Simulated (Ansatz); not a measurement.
Stretching the B1–H2 bond in BCl2H (SMILES ClBCl) (multiplicity 1 held, fragments rigid). Energies count from the point at 1.182 Å.
Geometry at that point (charge 0, multiplicity 1):
```xyz
4

B     -0.49962    -0.31561    -0.37757
H     -1.34146    -0.84741    -1.01377
Cl    -0.35825     1.42025    -0.41873
Cl     0.58411    -1.27757     0.58942
```

Signs of static correlation in cc-pV(T+d)Z, with CASSCF(2,2), from Ansatz (a quantum-chemistry and plane-wave program) runs.

| R (Å) | T1 of restricted CCSD | ⟨S²⟩ of UHF | largest double amplitude of restricted CCSD | weight of the CASSCF reference in MRCISD | CASSCF natural occupations |
|---|---|---|---|---|---|
| 0.945 | 0.012 | 0.000 | 0.032 | 0.870 | 1.99 0.01 |
| 1.063 | 0.012 | 0.000 | 0.032 | 0.870 | 1.99 0.01 |
| 1.182 | 0.012 | 0.000 | 0.031 | 0.870 | 1.98 0.02 |
| 1.300 | 0.012 | 0.000 | 0.032 | 0.870 | 1.98 0.02 |
| 1.418 | 0.012 | 0.000 | 0.032 | 0.870 | 1.97 0.03 |
| 1.595 | 0.012 | 0.000 | 0.053 | 0.870 | 1.95 0.05 |
| 1.772 | 0.013 | 0.000 | 0.097 | 0.869 | 1.92 0.08 |
| 2.068 | 0.016 | ? | 0.181 | 0.869 | 1.84 0.16 |
| 2.363 | 0.022 | 0.771 | 0.277 | 0.870 | 1.73 0.27 |
| 2.718 | ? | 0.917 | 0.405 | 0.870 | 1.55 0.45 |
| 3.190 | 0.048 | 0.981 | 0.580 | 0.870 | 1.32 0.68 |
| 3.781 | 0.063 | 1.001 | 0.754 | 0.871 | 1.15 0.85 |

What belongs in the gaps?


- 2.068, ⟨S²⟩ of UHF: 0.473
- 2.718, T1 of restricted CCSD: 0.033

Doubts at one or more of the structures used: a restricted determinant that unrestricted orbitals would lower (R-CCSD(T)/cc-pV(T+d)Z); other coupled-cluster roots lie near (R-CCSD(T)/cc-pV(T+d)Z); T1 above 0.05 (R-CCSD(T)/cc-pV(T+d)Z, U-CCSD(T)/cc-pV(T+d)Z); a spin-contaminated determinant (U-CCSD(T)/cc-pV(T+d)Z).
